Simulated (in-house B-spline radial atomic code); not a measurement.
A fraction x of an electron is removed from 3p in the argon ion Ar⁵⁺, starting from [Ne] 3s2 3p1 and keeping the highest spin. Method: scalar-relativistic (X2C) AM05, spin-polarised, spherical fractional occupations, Fermi nucleus of rms radius 3.4274 fm. Calculated with an all-electron radial atomic-structure program (B-spline basis).

```
   x  E(x) - E(0) (eV)  3p up level (eV)
   0            0.0000           -82.823
0.09            7.5199           -84.286
0.22           18.6147           -86.404
0.36           30.8711           -88.687
0.39           33.5390           -89.176
 0.5           43.4471           -90.970
0.56           48.9346           -91.948
0.72           63.8547           -94.552
0.85           76.2835           -96.659
0.88           79.1906           -97.144
   1           90.9640                 -
```

The exact functional would give a straight line between the two integer points. Deviations E(x) - E(0) - x[E(1) - E(0)], in eV: -0.667 at x = 0.09, -1.397 at x = 0.22, -1.876 at x = 0.36, -1.937 at x = 0.39, -2.035 at x = 0.5, -2.005 at x = 0.56, -1.639 at x = 0.72, -1.036 at x = 0.85, -0.858 at x = 0.88.

The curve lies below the straight line by up to 2.035 eV (at x = 0.5): convex, the delocalisation error that favours fractional charges.

How well does Slater's transition state (minus the level at half occupation) give the ionisation energy?

It gives 90.970 eV against 90.964 eV from the two total energies; NIST lists 91.29 eV, ground level to ground level.
